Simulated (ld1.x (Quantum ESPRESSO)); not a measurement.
**u(r) = r·R(r): atom against pseudo-atom (B)**

Columns: radius, all-electron u(r) and pseudo u(r) of the 2s shell (level -19.41 eV) of boron in the configuration [He] 2s2 2p0; LDA (PZ), non-relativistic, TM scheme, ld1.x (Quantum ESPRESSO) 7.5.

```json
{"r (bohr)": "0.180", "all-electron": "0.3381", "pseudo": "-0.0796"}
{"r (bohr)": "0.360", "all-electron": "0.1590", "pseudo": "-0.1714"}
{"r (bohr)": "0.540", "all-electron": "-0.1239", "pseudo": "-0.2866"}
{"r (bohr)": "0.720", "all-electron": "-0.3783", "pseudo": "-0.4275"}
{"r (bohr)": "0.900", "all-electron": "-0.5681", "pseudo": "-0.5744"}
{"r (bohr)": "1.080", "all-electron": "-0.6911", "pseudo": "-0.6911"}
{"r (bohr)": "1.260", "all-electron": "-0.7565", "pseudo": "-0.7565"}
{"r (bohr)": "1.440", "all-electron": "-0.7767", "pseudo": "-0.7767"}
{"r (bohr)": "1.620", "all-electron": "-0.7636", "pseudo": "-0.7636"}
{"r (bohr)": "1.800", "all-electron": "-0.7279", "pseudo": "-0.7279"}
{"r (bohr)": "1.980", "all-electron": "-0.6779", "pseudo": "-0.6779"}
{"r (bohr)": "2.160", "all-electron": "-0.6201", "pseudo": "-0.6201"}
{"r (bohr)": "2.340", "all-electron": "-0.5590", "pseudo": "-0.5590"}
{"r (bohr)": "2.520", "all-electron": "-0.4980", "pseudo": "-0.4980"}
{"r (bohr)": "2.700", "all-electron": "-0.4394", "pseudo": "-0.4394"}
{"r (bohr)": "2.880", "all-electron": "-0.3844", "pseudo": "-0.3844"}
{"r (bohr)": "3.060", "all-electron": "-0.3340", "pseudo": "-0.3340"}
{"r (bohr)": "3.240", "all-electron": "-0.2884", "pseudo": "-0.2884"}
{"r (bohr)": "3.420", "all-electron": "-0.2477", "pseudo": "-0.2477"}
{"r (bohr)": "3.600", "all-electron": "-0.2117", "pseudo": "-0.2117"}
{"r (bohr)": "3.780", "all-electron": "-0.1802", "pseudo": "-0.1802"}
{"r (bohr)": "3.960", "all-electron": "-0.1529", "pseudo": "-0.1529"}
{"r (bohr)": "4.140", "all-electron": "-0.1293", "pseudo": "-0.1293"}
{"r (bohr)": "4.320", "all-electron": "-0.1090", "pseudo": "-0.1090"}
{"r (bohr)": "4.500", "all-electron": "-0.0916", "pseudo": "-0.0916"}
{"r (bohr)": "4.680", "all-electron": "-0.0769", "pseudo": "-0.0769"}
```

How many radial nodes do the two functions have?

The all-electron 2s function has n − l − 1 = 1; the pseudo-wave has 0, since the states of the same l below it are removed with the core.

At about which radius was the pseudo-wave matched?

1.30 bohr. The columns agree to 0.0005 from 1.08 bohr on; several derivatives are matched, so the curves merge somewhat inside the radius.

Where does each function peak?

Outermost all-electron maximum near 1.44 bohr, pseudo maximum near 1.44 bohr (to the table’s step).

Is the pseudo-wave norm-conserving?

Yes: the TM scheme keeps the norm inside the radius equal to the all-electron one, which fixes the energy derivative of the logarithmic derivative at the level.
